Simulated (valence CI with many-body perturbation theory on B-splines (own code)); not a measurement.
Rb XXXIII: E2, E3, M1, M2 decay

Computed by configuration interaction combined with many-body perturbation theory (CI+MBPT): three valence electrons over a frozen Dirac-Fock core [He], radial functions for each j: 11 s, 11 p, 9 d, 7 f, 5 g, 2 h, 1 i, with the one-electron correlation potential Σ1 (screened to all orders), the two-electron term Σ2, the three-electron term Σ3, Breit, model QED; selected single and double excitations, second order for the rest (own B-spline code, finite nucleus).

No measured spectrum was set against this ion. As an estimate, large intervals hold to a few tenths of a per cent, small ones and those within an open d or f shell to about a per cent.

Lines 1 to 17 of 17 in falling wavelength, among levels below 2570.0 eV, chosen from the decays that carry over 1 % of a level's rate. Wavelengths and rates use the calculated energies. Electric multipoles are in the length gauge, E1 and E2 with the static RPA response of the core. Weak lines are less certain than strong ones. Lines between different terms over intervals too small for the method are left out, as are lines whose strength nearly cancels. The highest levels of a list are the least certain.

Levels are named by their leading jj configuration (3d3/2^4 stands for four electrons in 3d with j = 3/2), which in mixed levels can hold well under half, so a name can repeat and another be missing. Letters in brackets count levels of one name in rising energy.

| λ vac (Å) | Upper | Lower | Type | A (s⁻¹) | Branch % |
| --- | --- | --- | --- | --- | --- |
| 180.2 | (2s^2 2p3/2) J=3/2 | (2s^2 2p1/2) J=1/2 | M1 | 1.53e+06 | 100.0 |
| 5.652 | (2s 2p3/2 3p3/2) J=7/2 | (2s 2p3/2^2) J=5/2 | E2 | 7.33e+09 | 15.5 |
| 5.641 | (2s^2 3p1/2) J=1/2 | (2s^2 2p3/2) J=3/2 | E2 | 3.99e+10 | 5.4 |
| 5.608 | (2s 2p1/2 3p3/2) J=5/2 | (2s 2p1/2 2p3/2) J=5/2 | E2 | 1.20e+10 | 1.1 |
| 5.593 | (2s^2 3p3/2) J=3/2 | (2s^2 2p3/2) J=3/2 | E2 | 1.90e+10 | 1.6 |
| 5.574 | (2s 2p3/2 3d5/2) J=9/2 | (2s 2p3/2^2) J=5/2 | M2 | 2.90e+08 | 21.0 |
| 5.476 | (2s 2p3/2 3p3/2) J=7/2 | (2s 2p1/2 2p3/2) J=5/2 | E2 | 1.66e+10 | 35.1 |
| 5.451 | (2s 2p1/2 3p3/2) J=5/2 | (2s 2p1/2^2) J=1/2 | E2 | 2.19e+10 | 2.1 |
| 5.431 | (2s 2p3/2 3p3/2) J=7/2 | (2s 2p1/2 2p3/2) J=3/2 [a] | E2 | 1.63e+10 | 34.5 |
| 5.424 | (2s^2 3p3/2) J=3/2 | (2s^2 2p1/2) J=1/2 | E2 | 2.04e+10 | 1.7 |
| 5.408 | (2p1/2 2p3/2 3d3/2) J=7/2 | (2s 2p3/2^2) J=3/2 | E2 | 4.51e+09 | 2.9 |
| 5.403 | (2s 2p3/2 3d5/2) J=9/2 | (2s 2p1/2 2p3/2) J=5/2 | E3 | 1.76e+07 | 1.3 |
| 5.360 | (2s 2p3/2 3d5/2) J=9/2 | (2s 2p1/2 2p3/2) J=3/2 [a] | E3 | 2.14e+07 | 1.5 |
| 5.298 | (2p1/2 2p3/2 3d3/2) J=7/2 | (2s 2p3/2^2) J=5/2 | E2 | 4.52e+09 | 2.9 |
| 5.219 | (2p1/2 2p3/2 3d3/2) J=7/2 | (2s 2p1/2 2p3/2) J=3/2 [b] | E2 | 2.02e+10 | 12.9 |
| 5.144 | (2p1/2 2p3/2 3d3/2) J=7/2 | (2s 2p1/2 2p3/2) J=5/2 | E2 | 6.98e+10 | 44.4 |
| 5.115 | (2p1/2 2p3/2 3d5/2) J=7/2 | (2s 2p1/2 2p3/2) J=3/2 [a] | E2 | 1.01e+11 | 3.6 |
